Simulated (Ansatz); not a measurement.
The lowest singlet and triplet of SiH2 (SMILES [SiH2]); geometries from B3LYP-D3(BJ)/def2-TZVP, each state relaxed from the structure named, with no frequency check.
Singlet (charge 0, multiplicity 1):
```xyz
3

Si     0.000     0.133     0.000
H     -1.088    -0.934     0.000
H      1.094    -0.926     0.000
```
Triplet (charge 0, multiplicity 3):
```csv
atom,x (Å),y (Å),z (Å)
Si,-0.0003,0.0950,0.0000
H,-1.2738,-0.6683,0.0000
H,1.2775,-0.6611,0.0000
```

A positive gap puts the triplet lower; no zero-point energy. R- takes a restricted singlet. U- takes an unrestricted singlet (broken symmetry where lower, unprojected). The triplet is unrestricted in single-reference levels. Active spaces average the two states.

Correlated levels freeze the cores.

Codes used: Ansatz (Gaussian basis) for Hartree–Fock, density functionals and correlated methods. 

```csv
level,"gap E(singlet) − E(triplet), adiabatic (eV)"
R-r2SCAN/def2-TZVPP,-0.467
U-r2SCAN/def2-TZVPP (spin-contaminated),-0.489
R-wB97M-V/def2-TZVPP,-1.049
R-B2PLYP/def2-TZVPP,-0.861
U-SCS-MP2/cc-pV(D+d)Z (spin-contaminated),-0.621
"SC-NEVPT2 on SA-CASSCF(6,6)/cc-pV(T+d)Z",-0.892
"SC-NEVPT2 on SA-CASSCF(6,6)/cc-pV(Q+d)Z",-0.912
"FIC-NEVPT4(SD) on SA-CASSCF(6,6)/cc-pV(D+d)Z",?
"FIC-MRCISD+Q on SA-CASSCF(6,6)/cc-pV(Q+d)Z",-0.883
```

Question: What belongs in the gaps?

Answer: 
- FIC-NEVPT4(SD) on SA-CASSCF(6,6)/cc-pV(D+d)Z, gap E(singlet) − E(triplet), adiabatic (eV): -0.823

Doubts at one or more of the structures used: a restricted determinant that unrestricted orbitals would lower (R-r2SCAN/def2-TZVPP, R-B2PLYP/def2-TZVPP).

Ansatz is an electronic-structure program.
